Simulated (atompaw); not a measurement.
**Varying the PAW (atompaw) potential for P (Z = 15)**

Base potential:

| Quantity | Value |
| --- | --- |
| Element | phosphorus |
| Generator | atompaw 4.2.0.5 |
| Type | PAW |
| Functional | PBE |
| Relativity | scalar-relativistic |
| Frozen core | [Ne] |
| Valence charge | 5 |
| Reference configuration | 3s2 3p1 (charge +2) |
| Partial waves | 3s (bound): rc 1.50 bohr; 3s channel at -1.8 Ry: rc 1.50 bohr; 3p (bound): rc 1.50 bohr; 3p channel at -1.5 Ry: rc 1.35 bohr |
| Local potential | bessel scheme, radius 1.10 bohr |
| Core correction | smooth core density matched at 0.80 bohr |
| Augmentation charge | besselshape compensation charge, radius 1.30 bohr; PAW radius 1.50 bohr; waves and projectors: custom polynom vanderbiltortho |

Cutoffs, loose and tight: the cutoffs (Ry, on a coarse ladder) from which the occupation-weighted sum of valence levels, in a spherical-Bessel basis at the reference potential, stays within 10 and 1 mRy of its value at 400 Ry. They see the waves, projectors and local potential, not the compensation charge or the core. A dash means not determined.

A true bound ghost makes a file unfit for plane-wave use even where its test errors are small: the radial tests pick states by their node count and pass the ghost by.

```csv
change,outcome,"cutoff, loose","cutoff, tight",bound ghosts
base,generated,12 Ry,35 Ry,s
"local potential bessel scheme, radius 1.46 bohr",generated,18 Ry,30 Ry,none
core correction smooth core density matched at 1.34 bohr,generated,12 Ry,35 Ry,s
wave 3s channel at -1.8 Ry: rc 1.50 bohr becomes 3s channel at 5.12 Ry: rc 1.50 bohr,generated,18 Ry,30 Ry,none
"augmentation besselshape compensation charge, radius 1.30 bohr; PAW radius 1.50 bohr; waves and projectors: custom rrkj gramschmidtortho",generated,15 Ry,21 Ry,none
"augmentation besselshape compensation charge, radius 1.34 bohr; PAW radius 1.50 bohr; waves and projectors: custom polynom vanderbiltortho",generated,12 Ry,35 Ry,s
"augmentation besselshape compensation charge, radius 1.30 bohr; PAW radius 1.50 bohr; waves and projectors: custom rrkj vanderbiltortho",generated,15 Ry,21 Ry,none
wave 3p (bound): rc 1.50 bohr becomes 3p (bound): rc 1.30 bohr,generated,12 Ry,35 Ry,s
"augmentation sinc compensation charge, radius 1.30 bohr; PAW radius 1.50 bohr; waves and projectors: custom polynom vanderbiltortho",generated,12 Ry,35 Ry,s
```

(1) What comes out with this change to the base: local potential troulliermartins scheme with l = 2 at 0.5 Ry, radius 1.10 bohr?

(2) What comes out with this change to the base: all radii scaled by about 1.24 (s 1.86, p 1.86 bohr); local potential bessel scheme, radius 1.36 bohr; augmentation besselshape compensation charge, radius 1.60 bohr; PAW radius 1.86 bohr; waves and projectors: custom polynom vanderbiltortho; core correction smooth core density matched at 0.98 bohr?

Answers

(1) outcome: generated; cutoff, loose: 21 Ry; cutoff, tight: 35 Ry; bound ghosts: s.

(2) outcome: generated; cutoff, loose: 12 Ry; cutoff, tight: 18 Ry; bound ghosts: none.
